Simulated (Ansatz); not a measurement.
Ansatz (a program for electronic structure) input (CCSD(T)/def2-SVP):

Ansatz 0.2 input:
```yaml
crystal:
  periodic: [false, false, false]
  atoms:
    - {symbol: Ta, position_ang: [0.06983701, -0.07420317, -0.16891975]}
    - {symbol: O, position_ang: [-1.45356111, -0.76322457, 0.39346004]}
    - {symbol: O, position_ang: [-0.56598096, 1.56850305, -0.26386777]}
    - {symbol: F, position_ang: [1.22869280, -0.11393289, 1.25493376]}
basis:
  gaussian:
    orbitals: def2-SVP
total_charge: 1
magnetization: {spin_polarized: true, initial_magnetization: 1}
correlation: {method: ccsd_t, electrons: outside_noble_gas}
```

Output:

```
Functional definition: HF
integrals: 0.08 GiB planned
695 factors; integrals over basis functions are off by at most 6.5e-4 eV
mean field: 0.24 GiB planned
mean field evaluation 1: about -8286.6051 eV, gradient 5.9e1 eV
mean field evaluation 2: about -8286.7151 eV, gradient 5.9e1 eV
mean field evaluation 4: about -8301.4223 eV, gradient 7.5e0 eV
mean field evaluation 8: about -8302.1118 eV, gradient 4.9e-1 eV
mean field evaluation 16: about -8302.1681 eV, gradient 1.9e-6 eV
mean field evaluation 32: about -8301.2151 eV, gradient 6.0e0 eV
mean field evaluation 64: about -8302.1666 eV, gradient 2.3e-1 eV
mean field evaluation 96: about -8298.0164 eV, gradient 8.3e0 eV
mean field evaluation 128: about -8300.9298 eV, gradient 9.9e-1 eV
mean field evaluation 160: about -8301.2652 eV, gradient 4.5e-1 eV
mean field evaluation 192: about -8301.2585 eV, gradient 4.1e-1 eV
mean field evaluation 224: about -8298.1958 eV, gradient 2.5e-1 eV
mean field evaluation 256: about -8297.6137 eV, gradient 4.2e0 eV
mean field evaluation 288: about -8286.4442 eV, gradient 4.6e1 eV
mean field evaluation 320: about -8299.3794 eV, gradient 1.7e0 eV
mean field evaluation 352: about -8300.6027 eV, gradient 8.2e0 eV
mean field evaluation 384: about -8295.6403 eV, gradient 8.1e0 eV
mean field -8302.16808680 eV, -305.0990497784 hartree, gradient 2.3e-6 eV, S^2 1.156771; 9 other end points of the search recorded, 0 dependent functions left out
determinant -8302.16808680 eV, -305.0990497784 hartree, with singles and doubles -8320.48450962 eV, -305.7721659016 hartree
determinant -8299.54154578 eV, -305.0025261760 hartree, with singles and doubles -8315.77302326 eV, -305.5990219716 hartree
7 core orbitals not correlated
reference -8302.16808680 eV, -305.0990497784 hartree; 12, 11 occupied and 55, 56 virtual orbitals, 695 factors
second order -17.67016556 eV of doubles, -0.00000000 eV of singles
coupled cluster: 0.31 GiB planned
cycle   1  -18.32951789 eV  change   -1.3e-2 eV  update   5.7e-3
cycle   2  -18.33152126 eV  change   -2.0e-3 eV  update   4.0e-3
cycle   3  -18.34000889 eV  change   -8.5e-3 eV  update   3.2e-3
cycle   4  -18.34246220 eV  change   -2.5e-3 eV  update   1.5e-3
cycle   5  -18.34656220 eV  change   -4.1e-3 eV  update   1.1e-3
cycle   6  -18.34746737 eV  change   -9.1e-4 eV  update   7.3e-4
cycle   7  -18.34776073 eV  change   -2.9e-4 eV  update   4.8e-4
cycle   8  -18.34691090 eV  change    8.5e-4 eV  update   2.6e-4
cycle   9  -18.34633165 eV  change    5.8e-4 eV  update   1.3e-4
cycle  10  -18.34624859 eV  change    8.3e-5 eV  update   7.8e-5
cycle  11  -18.34630110 eV  change   -5.3e-5 eV  update   5.1e-5
cycle  12  -18.34632782 eV  change   -2.7e-5 eV  update   3.7e-5
cycle  13  -18.34635772 eV  change   -3.0e-5 eV  update   2.3e-5
cycle  14  -18.34634688 eV  change    1.1e-5 eV  update   1.2e-5
coupled cluster: 0.32 GiB planned
perturbative correction -0.77164059 eV, -0.0283572686 hartree
Total energy: -8321.28607428 eV, -305.8016228594 hartree
```

The spin state was set by rule; other spins were not relaxed.

The determinant is spin-contaminated: <S^2> is 1.16 against 0.75 for a pure state.
